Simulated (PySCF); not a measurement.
# Yb(SH)3 relaxed at several levels

Computed with PySCF 2.14.0, def2-SVP on the ligands, density fitting, scalar-relativistic core potentials, no spin-orbit coupling, vacuum. Each row is relaxed at its own level from the same template. Distances are means of the shortest metal–ligand contacts, charges and spins Mulliken's; removal energies are rigid, with the ligand's formal charge and no counterpoise, so too large; for an anion taken off a cation in vacuum most of it is the attraction of opposite charges, and multiply charged cations can part far more cheaply with an electron moved from ligand to metal. lcecp potentials hold a fixed number of 4f electrons in the core, out of states, spins and gaps.

| level | basis on the metal | point group | M–SH (Å) | charge on M (e) | dipole (D) | removal of one SH (eV) | strongest infrared band, degenerate modes summed (cm⁻¹) | unstable modes (below −25 cm⁻¹) |
| --- | --- | --- | --- | --- | --- | --- | --- | --- |
| B3LYP | lcecp-1-SVP with ECP59 | C3h | 2.549 | 0.73 | 0.09 | 9.33 | 313 | 0 |

Problem. What does the calculation give for PBE0, lcecp-1-SVP with ECP59?

Solution. point group: C3, nearly C3h, M–SH (Å): 2.532, charge on M (e): 0.81, dipole (D): 0.01, removal of one SH (eV): 9.36, strongest infrared band, degenerate modes summed (cm⁻¹): 318, unstable modes (below −25 cm⁻¹): 0.
```xyz
7

Yb    0.0000    0.0000    0.8608
S     2.4950    0.4331    0.8714
H     2.8138   -0.8838    0.9147
S    -1.6225    1.9442    0.8714
H    -0.6415    2.8787    0.9147
S    -0.8725   -2.3773    0.8714
H    -2.1723   -1.9949    0.9147
```

Moved off a saddle point of the template and relaxed again: B3LYP, PBE0. One start shape was tried for each, so a minimum needn't be the lowest isomer.
